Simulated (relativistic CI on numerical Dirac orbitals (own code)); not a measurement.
# V⁴⁺ in a cubic cluster: 2p photoemission with charge transfer

Computed with a charge-transfer multiplet model of a cubic metal-ligand cluster with up to 2 ligand holes, Slater and spin-orbit integrals from Dirac-Coulomb-Breit ions, Slater integrals scaled by 0.7. The ground state mixes d1 with configurations of k ligand holes L, whose averages lie at kΔ + k(k − 1)U_dd/2; a core hole lowers each added d electron by U_cd. 20 K, Lorentzian 0.6 eV and Gaussian 0.8 eV FWHM.

Atomic integrals in eV (Slater integrals scaled, ζ unscaled), ground: F2dd 7.050, F4dd 4.418, zeta_d 0.029; with the core hole: F2dd 7.050, F4dd 4.418, zeta_d 0.047, zeta_core 4.606, F2cd 5.240, G1cd 4.036, G3cd 2.295. Where a configuration has fewer than two d electrons, the dd integrals are those of d2.

Cluster parameters (eV): U_dd = 5.5, U_cd = 6.5, 10Dq = 2.2, 10Dq(ligand) = 1.5, V(eg) = 3.35, V(t2g) = -1.48, final-state hopping factor = 1.

| Case | n_d | d1 | d2L | d3L2 | S |
| --- | --- | --- | --- | --- | --- |
| Δ = -1.6 eV | 2.04 | 0.20 | 0.56 | 0.24 | 0.50 |
| Δ = 1.4 eV | 1.83 | 0.32 | 0.53 | 0.15 | 0.50 |
| Δ = 2.4 eV | 1.76 | 0.37 | 0.51 | 0.13 | 0.50 |

Weights, n_d and S are thermal averages at 20 K. Binding energies count from the first peak over 30 % of the highest in each spectrum, which can be another peak from case to case. The parameters are a model scan and need not match a compound or its usual spin state. Peaks in eV (height, largest 100):
- Δ = -1.6 eV: 0.0 (100), 7.7 (34), 15.9 (6)
- Δ = 1.4 eV: 0.0 (100), 7.4 (32), 14.7 (8)
- Δ = 2.4 eV: 0.0 (100), 4.6 (9), 7.4 (32), 14.3 (9)

Curve for Δ = -1.6 eV (points under 2 left out, the grid thinned):

```
E (eV)  Intensity
  -3.3        2.0
  -2.8        2.9
  -2.3        4.4
  -1.8        8.1
  -1.2       24.4
  -0.7       60.1
  -0.2       95.4
   0.3       92.0
   0.8       54.1
   1.3       27.6
   1.9       13.3
   2.4        8.9
   2.9        8.0
   3.4        7.8
   3.9        8.0
   4.4        8.6
   5.0        9.0
   5.5       10.7
   6.0       13.9
   6.5       19.9
   7.0       27.9
   7.5       33.0
   8.1       32.1
   8.6       24.2
   9.1       14.1
   9.6        8.1
  10.1        5.7
  10.6        4.7
  11.1        4.4
  11.7        3.8
  12.2        3.1
  12.7        2.5
  13.2        2.2
  13.7        2.1
  14.2        2.2
  14.8        3.2
  15.3        5.2
  15.8        6.3
  16.3        5.7
  16.8        4.2
  17.3        2.8
  22.7        2.3
  23.2        3.2
  23.7        2.9
  24.2        2.1
```

For the case Δ = 1.4 eV, Δ = 1.4 eV is smaller than U_dd = 5.5 eV, the charge-transfer side of the Zaanen-Sawatzky-Allen scheme. With the core hole the configuration with one ligand hole lies at Δ − U_cd = -8.1, -5.1, -4.1 eV from the one without, in the order of the table; where this is negative the screened configuration lies lower, though the effective hopping of about 7.0 eV (from the holes of the mixed ground state) mixes the two strongly wherever it is as large as the gap.

With at most 2 ligand holes the space is cut while the next configuration still counts, so covalency is underestimated, and a final configuration with one more ligand hole, which can lie low, is missing from the spectra.
